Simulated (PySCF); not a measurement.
SMILES F[SiH2]CC[SiH2]Cl at its B3LYP/def2-SVP optimised geometry (Å):

```
14

Si    -2.2669    -0.3356     0.0000
F     -2.7790    -1.0537    -1.3769
C     -0.3894    -0.3356     0.0000
C      0.2378     0.3521    -1.2315
Si     2.1221     0.3781    -1.2516
Cl     2.8107     1.3842     0.4473
H     -2.8107    -1.1103     1.1495
H     -2.8051     1.0534     0.0000
H     -0.0482    -1.3842     0.0775
H     -0.0513     0.1572     0.9304
H     -0.1107     1.3975    -1.3156
H     -0.0903    -0.1485    -2.1615
H      2.6337     1.0964    -2.4510
H      2.6775    -1.0031    -1.2114
```

Calculation: B3LYP/def2-TZVP run with PySCF. Cells within 0.4 Å of a nucleus heavier than hydrogen are left out (blank, or x).

Map of the electron localisation function on the plane z = 0.0 Å:

```
|0000000000000000000000000000000|
|0000000000000000000000000000000|
|0000000000000000000000000000000|
|0000000000000000000000000000000|
|0000000000000000000000000000000|
|0000000000000000000001222110000|
|0000000000000000000023455431000|
|0000024420000000000146777654100|
|0001799994000000000257888876310|
|0017999998100000000267888887520|
|0049999999300000000268734887530|
|0069999999300000000157611787630|
|0069999999300000000157855887520|
|0037999997333333200037888776420|
|0003799611377556410014666653200|
|00002421x51983x5520002232211000|
|0000010xxx099xxx520000110000000|
|00000101x61983x6630001111000000|
|0000012100377799961001342100000|
|0000012221245899992001565300000|
|0000001110013899994000476410000|
|0000000000002899993000244200000|
|0000000000000699981000000000000|
|0000000000000267620000000000000|
|0000000000000001000000000000000|
|0000000000000000000000000000000|
|0000000000000000000000000000000|
|0000000000000000000000000000000|
|0000000000000000000000000000000|
|0000000000000000000000000000000|
|0000000000000000000000000000000|
```
Scale: ten equal steps from 0.000 (start of '0') to 1.000 (end of '9'), in the order '0123456789'; x runs from -5.00 to 5.00, y from -5.00 (bottom) to 5.00 (top).
